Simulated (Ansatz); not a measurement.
Start from `[SiH3][O][InH][Cl]` and change one element to get `[SiH3][O][InH][Br]`.

Ansatz, PBE0-D4/def2-TZVP geometries, multiplicity 1. Each molecule was computed in one conformer, which needn't be the lowest.

Elements past krypton have def2 core potentials. Scalar relativity is left out up to krypton. Spin–orbit coupling is left out; it splits and shifts lone-pair levels of the heavy atoms by tenths of an eV.

```csv
property,`[SiH3][O][InH][Cl]`
HOMO energy (ωB97M-V/def2-TZVPP) / eV,-10.76
HOMO energy (PBE/def2-TZVPP) / eV,-7.05
"ideal-gas entropy at 298 K and 1 bar (rigid rotor, harmonic PBE0-D4/def2-TZVP) / J/(mol·K)",383
HOMO–LUMO gap (PBE/def2-TZVPP) / eV,4.52
LUMO energy (ωB97M-V/def2-TZVPP) / eV,-0.26
HOMO–LUMO gap (ωB97M-V/def2-TZVPP) / eV,10.50
```

What does the change do to each property? (An estimate is asked.)

Computed: 
```
                                                                                  property  `[SiH3][O][InH][Br]`  shift
                                                     HOMO energy (ωB97M-V/def2-TZVPP) / eV                -10.63   0.13
                                                         HOMO energy (PBE/def2-TZVPP) / eV                 -7.03   0.02
ideal-gas entropy at 298 K and 1 bar (rigid rotor, harmonic PBE0-D4/def2-TZVP) / J/(mol·K)                   393     10
                                                       HOMO–LUMO gap (PBE/def2-TZVPP) / eV                  4.44  -0.08
                                                     LUMO energy (ωB97M-V/def2-TZVPP) / eV                 -0.30  -0.04
                                                   HOMO–LUMO gap (ωB97M-V/def2-TZVPP) / eV                 10.33  -0.17
```

Modes under 60 cm⁻¹, often nearly free rotors, make the harmonic entropy too high.
